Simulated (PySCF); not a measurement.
1-silylprop-2-en-1-one (C3H6OSi), SMILES C=CC(=O)[SiH3].

Geometry optimised at ωB97X-D3(BJ)/def2-SVP. One conformer was computed; it need not be the lowest.

Two levels are set side by side: TDA-PBE/def2-SVPD (PySCF) and TDA-PBE0/def2-SVPD (PySCF). Vertical, same geometry. The lowest singlet is HOMO→LUMO 100 % with PBE and HOMO→LUMO 98 % with the other functional; states are paired by order. Differences are taken from unrounded values.

```
quantity                               TDA-PBE0
-------------------------------------  --------
lowest singlet excitation (eV)             2.85
lowest triplet excitation (TDA) (eV)       2.26
first bright state (f over 0.05) (eV)      5.81
its oscillator strength                    0.33
```

Problem. What does TDA-PBE give, and how far is it from TDA-PBE0? (An estimate is asked for; the answer gives what the named calculation found.)

Solution. 
| quantity | TDA-PBE | TDA-PBE minus TDA-PBE0 |
|---|---|---|
| lowest singlet excitation (eV) | 2.49 | -0.36 |
| lowest triplet excitation (TDA) (eV) | 2.00 | -0.27 |
| first bright state (f over 0.05) (eV) | 5.47 | -0.34 |
| its oscillator strength | 0.20 | -0.13 |

Functionals without exact exchange tend to place singlet excitations lower, as here. Differences between two approximate levels are no errors against the true value.

Rough cost on one machine, each run with all the roots and properties that it gave: TDA-PBE0 against TDA-PBE about 2 times.
